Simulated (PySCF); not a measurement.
C8H11 (charge +1).
Numbering: `[CH2:1]=[C:2]([CH3:3])[C+:4]1[CH:5]=[CH:6][CH2:7][CH2:8]1`

Cartesian coordinates in Å at the GFN2-xTB level; atoms count from 1:
```
atom  x, y, z in Å
C1    -2.098    1.307    0.381
C2    -1.381    0.201    0.076
C3    -2.059   -1.085   -0.277
C4     0.049    0.229    0.072
C5     0.893    1.303    0.417
C6     2.199    0.932    0.281
C7     2.323   -0.455   -0.178
C8     0.879   -0.931   -0.316
H9    -3.175    1.283    0.372
H10   -1.646    2.250    0.635
H11   -1.795   -1.399   -1.285
H12   -1.765   -1.876    0.411
H13   -3.138   -0.976   -0.227
H14    0.566    2.273    0.744
H15    3.049    1.563    0.483
H16    2.906   -1.051    0.531
H17    2.883   -0.507   -1.117
H18    0.639   -1.258   -1.332
H19    0.663   -1.793    0.323
```

Definitions: NICS(0) = −σiso at the ring centroid; NICS(1) = −σiso and NICS(1)zz = −σzz at ±1 Å along the ring normal z. Level: GIAO PBE0/pcSseg-1 (PySCF, non-relativistic, gas phase) on the GFN2-xTB geometry, one conformer.

Ring bond lengths (Å), with Mayer bond orders in brackets: C4–C5 1.408 (1.30), C5–C6 1.365 (1.53), C6–C7 1.466 (1.11), C7–C8 1.526 (1.02), C8–C4 1.479 (1.12).

Q: What do the NICS probes read (ppm)?

A: 
```csv
ring,type,NICS(0),"NICS(1), two faces","NICS(1)zz, two faces",rms pucker (Å),"centre to ring atoms, mean (Å)"
C4–C5–C6–C7–C8,"5-membered carbocycle; formal bonds 1 double, 4 single",0.7,-5.2 / -5.2,-8.5 / -8.6,0.00,1.23
```

Q: What do they say, and how far can they be read as aromaticity?

A: 
- C4–C5–C6–C7–C8: mean NICS(1)zz -8.5 ppm, shielded. C7, C8 have four or more neighbours, and the NICS criterion for π rings isn't applied. NICS(0) lies 6 ppm above the mean NICS(1).

Q: What field does 1 T along the ring normal induce along that normal at the second NICS(1) probe listed for ring C4–C5–C6–C7–C8, 1 Å off the ring?

A: NICSzz × B0 = -8.6 ppm × 1 T = -9 μT, against the applied field.

Q: List the ring angles and the Hirshfeld charges of the ring atoms.

A: 
- C4–C5–C6–C7–C8: C4 109.0° (+0.129 e), C5 110.0° (-0.016 e), C6 111.7° (+0.095 e), C7 104.1° (-0.039 e), C8 105.2° (-0.041 e); sum 540.0° against 540° for a flat convex ring.

Q: How shielded are the nuclei of the rings and their hydrogens (means over atoms taken as equivalent)?

A: 
```json
{"atoms": "C4", "environment": "carbon bonded to 3 C", "σ isotropic (ppm)": "-46.9", "principal values of the symmetric part, first atom (ppm)": "-145.7, -115.4, 120.4"}
{"atoms": "C5", "environment": "carbon bonded to 2 C and H", "σ isotropic (ppm)": "41.3", "principal values of the symmetric part, first atom (ppm)": "-39.1, 12.3, 150.8"}
{"atoms": "C6", "environment": "carbon bonded to 2 C and H", "σ isotropic (ppm)": "-32.5", "principal values of the symmetric part, first atom (ppm)": "-152.3, -87.2, 142.1"}
{"atoms": "C7", "environment": "allylic carbon", "σ isotropic (ppm)": "138.0", "principal values of the symmetric part, first atom (ppm)": "120.7, 142.4, 150.9"}
{"atoms": "C8", "environment": "ring CH2 carbon", "σ isotropic (ppm)": "138.9", "principal values of the symmetric part, first atom (ppm)": "124.8, 143.3, 148.6"}
{"atoms": "H14", "environment": "hydrogen on carbon", "σ isotropic (ppm)": "23.49", "principal values of the symmetric part, first atom (ppm)": "21.1, 23.0, 26.4"}
{"atoms": "H15", "environment": "hydrogen on carbon", "σ isotropic (ppm)": "21.79", "principal values of the symmetric part, first atom (ppm)": "17.7, 22.1, 25.6"}
{"atoms": "H16 (×2)", "environment": "methylene hydrogen", "σ isotropic (ppm)": "27.81", "principal values of the symmetric part, first atom (ppm)": "22.8, 26.3, 34.3"}
{"atoms": "H18 (×2)", "environment": "methylene hydrogen", "σ isotropic (ppm)": "28.07", "principal values of the symmetric part, first atom (ppm)": "22.2, 28.6, 33.4"}
```
